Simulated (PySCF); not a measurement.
**NMR parameters from quadrupole coupling constants**

Compound: C8H16N2.
Structure used (GFN2-xTB), in Å, numbered top down from 1:
```
atom  x, y, z in Å
C1     4.471   -0.752   -0.222
C2     3.442    0.036   -0.466
C3     2.137   -0.024    0.264
N4     1.047   -0.004   -0.696
N5    -0.207    0.249   -0.100
C6    -0.855   -0.933    0.445
C7    -2.122   -0.531    1.192
C8    -3.071    0.206    0.255
C9    -2.339    1.397   -0.355
C10   -1.071    0.921   -1.054
H11    5.396   -0.668   -0.766
H12    4.436   -1.509    0.545
H13    3.486    0.787   -1.242
H14    2.123   -0.897    0.938
H15    2.017    0.877    0.875
H16    1.042   -0.866   -1.253
H17   -1.106   -1.654   -0.357
H18   -0.159   -1.420    1.135
H19   -2.600   -1.422    1.604
H20   -1.846    0.126    2.018
H21   -3.397   -0.468   -0.542
H22   -3.957    0.540    0.798
H23   -2.063    2.097    0.435
H24   -2.978    1.917   -1.071
H25   -0.510    1.766   -1.457
H26   -1.338    0.252   -1.893
```

Computed at PBE0/pcSseg-1 (PySCF, non-relativistic):

| atom | environment | nucleus | spin I | Q (b) | CQ = χzz (MHz) | η |
| --- | --- | --- | --- | --- | --- | --- |
| N4 | hydrazine nitrogen | 14N | 1 | 0.02044 | -6.915 | 0.340 |
| N5 | hydrazine nitrogen | 14N | 1 | 0.02044 | -6.688 | 0.382 |

Give the quadrupolar product PQ = |CQ|√(1 + η²/3), the quadrupolar frequency νQ = 3|CQ|/[2I(2I − 1)] and the Larmor frequency ν0 = |g| × 7.62259 MHz/T × B at 18.8 T, with g(14N) = 0.40376.

```
atom  PQ (MHz)  νQ (MHz)  ν0 (MHz)  νQ/ν0
  N4     7.047     10.37     57.86  0.179
  N5     6.849     10.03     57.86  0.173
```

For N4: PQ = 6.915 × 1.0191, νQ = 6.915 × 1.5000, ν0 = 3.0777 MHz/T × 18.8 T.

Solvent, lattice and vibrations would change these gradients. Geometry: GFN2-xTB, one conformer, isolated molecule. GFN2-xTB bond lengths can be off by several hundredths of an ångström, more for odd bonds, and the gradients follow them. A larger basis could move these couplings by a tenth or more.

These values come from a run that also computed NMR shieldings. Time: 1.7 min; peak memory 1.1 GiB. Hardware: an Arm Neoverse N1 with one thread, on a shared host.
